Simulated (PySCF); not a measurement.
This singlet lies 2.14 eV below the relaxed triplet at the level B3LYP-D3(BJ)/def2-TZVP (PySCF).

B3LYP has the VWN-RPA correlation part, as in Gaussian. 

```xyz
4

B      0.3394    -0.0104     0.0053
O      1.5221    -0.0465     0.0236
H     -0.9441    -0.4095    -0.0146
H     -0.9174     0.4663    -0.0142
```

Charge 1, multiplicity 1.

Question: Give the Mulliken and meta-Löwdin atomic charges from B3LYP-D3(BJ)/def2-TZVP (PySCF).

Answer: 
| atom | Mulliken (e) | meta-Löwdin (e) |
|---|---|---|
| B1 | 0.19 | 0.47 |
| O2 | 0.18 | -0.09 |
| H3 | 0.31 | 0.31 |
| H4 | 0.31 | 0.31 |
